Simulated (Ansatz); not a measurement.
NbCl4⁻. Charge -1, multiplicity 3. Geometry r2SCAN-D4/def2-SVP, that of the neutral doublet; atoms count from 1.

| atom | x (Å) | y (Å) | z (Å) |
| --- | --- | --- | --- |
| Nb1 | 0.000 | 0.000 | 0.000 |
| Cl2 | 2.050 | -0.749 | 0.678 |
| Cl3 | -0.436 | 1.762 | 1.388 |
| Cl4 | -1.850 | -1.329 | 0.185 |
| Cl5 | 0.237 | 0.316 | -2.251 |

In the def2 sets Nb takes a core potential; there is no spin–orbit coupling.

Question: Estimate the Mulliken populations from the PBE0/def2-TZVPD orbitals of Ansatz.

Answer: 
| atom | charge (e) | spin (α − β) | d electrons |
| --- | --- | --- | --- |
| Nb1 | 1.25 | 1.87 | 3.20 |
| Cl2 | -0.56 | 0.03 | – |
| Cl3 | -0.56 | 0.03 | – |
| Cl4 | -0.56 | 0.03 | – |
| Cl5 | -0.56 | 0.03 | – |
Mulliken values depend strongly on the basis. With diffuse functions, as here, like atoms can get unlike values, and bond orders can come out too low or too high.

Question: Where does the spin sit?

Answer: Summed by element: Nb 1.87, Cl 0.13, of 2 unpaired in all. Largest on single atoms: Nb1 1.87, Cl3 0.03, Cl5 0.03.

Question: And the Mayer bond orders between heavy atoms (over 0.3)?

Answer: Nb1–Cl2 0.80 (2.29 Å); Nb1–Cl3 0.80 (2.29 Å); Nb1–Cl4 0.80 (2.29 Å); Nb1–Cl5 0.80 (2.29 Å).
